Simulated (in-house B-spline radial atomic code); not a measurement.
Configurations of Pr IX (Pr8+), with energies counted from [Kr] 4d10 4f1 5s2 5p2. Level of theory: Dirac-Hartree-Fock, average of configuration, Fermi nucleus of rms radius 4.8919 fm; calculated with an all-electron radial atomic-structure program (B-spline basis). Energies include first-order Breit, QED and recoil terms.

Occupations are held fixed; configurations that lie above the ionisation limit could autoionise.

```csv
configuration,E - E(ref) (eV),highest orbital,its <r> (bohr)
[Kr] 4d10 5s2 5p2 5f1,61.712,5f7/2,2.315
[Kr] 4d10 5s2 5p2 6f1,83.379,6f7/2,3.937
[Kr] 4d10 5s2 5p2 6g1,91.97,6g7/2,4.657
[Kr] 4d10 5s2 5p2 8d1,97.812,8d5/2,6.9
[Kr] 4d10 5s2 5p2 8g1,105.77,8g7/2,9.228
[Kr] 4d10 4f1 5s2 5p1 9g1,110.36,9g7/2,12.08
[Kr] 4d9 4f1 5s2 5p2 9s1,218.34,9s1/2,7.861
```

**Question.** Order these further configurations by energy, lowest first.
A. [Kr] 4d10 5s2 5p2 8f1
B. [Kr] 4d10 4f2 5s2 5p1
C. [Kr] 4d10 4f1 5s2 5p1 7d1
D. [Kr] 4d10 5s2 5p2 5d1
E. [Kr] 4d10 4f1 5s2 5p1 6s1

**Answer.** B (7.4874 eV), D (29.58 eV), E (49.144 eV), C (88.695 eV), A (102.52 eV).

**Question.** How far above the reference does [Kr] 4d10 5s2 5p3 lie?

**Answer.** -3.527 eV; its least bound orbital is 5p3/2 with <r> = 1.478 bohr.

**Question.** How far above the reference does [Kr] 4d10 4f1 5s2 5p1 8s1 lie?

**Answer.** 92.245 eV; its least bound orbital is 8s1/2 with <r> = 5.778 bohr.

**Question.** Is the reference the lowest configuration at this level of theory?

**Answer.** No: [Kr] 4d10 5s2 5p3 lies 3.527 eV lower. Averages of configurations without correlation can order differently from the measured ground levels.
